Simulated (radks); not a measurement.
All-electron atom: Te2+ in [Kr] 4d10 5s2 5p1 5d1 (not the ground configuration).

All-electron calculation, scalar-relativistic Kohn-Sham, exchange-only PBE, spin-polarised, spherical densities, point nucleus; open shells are filled with parallel spins first (spin-orbit coupling, left out, can overturn this in heavy ions). Program: a radial shooting solver on a logarithmic mesh with Libxc functionals.

Energy parts (eV):
part                   energy
total             -184775.023
kinetic            193674.963
electron-nucleus  -446028.889
Hartree             72262.777
exchange            -4683.874

Orbitals (lengths in bohr, moments of r in powers of bohr; r(max) is where P^2 peaks):
orbital  occ.  eigenvalue (eV)   r(max)      <r^4>
1s up       1        -31652.25  0.01794  2.871e-06
1s down     1        -31652.22  0.01794  2.871e-06
2s up       1        -4871.792   0.1014  0.0004925
2s down     1        -4871.761   0.1014  0.0004925
2p up       3        -4375.604  0.08122  0.0003554
2p down     3        -4375.563  0.08123  0.0003554
3s up       1        -986.1911   0.2926    0.02142
3s down     1        -986.1523   0.2926    0.02142
3p up       3        -824.9351   0.2863    0.02255
3p down     3        -824.8906   0.2863    0.02255
3d up       5        -581.1270   0.2378    0.01995
3d down     5        -581.0789   0.2378    0.01995
4s up       1        -185.3226   0.7009     0.6447
4s down     1        -185.2023   0.7009     0.6437
4p up       3        -135.3417   0.7377     0.9045
4p down     3        -135.2147   0.7378     0.9002
4d up       5         -62.5604   0.8103      2.110
4d down     5         -62.3387   0.8101      2.048
5s up       1         -34.4361    1.750      27.99
5s down     1         -32.8755    1.728      26.91
5p up       1         -23.9229    2.033      55.95
5p down     0         -22.0946    2.002      55.39
5d up       1         -11.5657    2.945      289.2
6s up       0         -11.4816    4.192      704.8
6p up       0          -8.7412    5.035       1388
4f up       0          -5.9500    4.064       1207

The highest occupied level is 5d up at -11.566 eV. The configuration is held as typed, so some empty levels lie below it. Summed over all electrons, <r^2> = 47.24 bohr^2, which gives a Langevin (diamagnetic) susceptibility term of -37.4 x 10^-6 cm^3/mol.
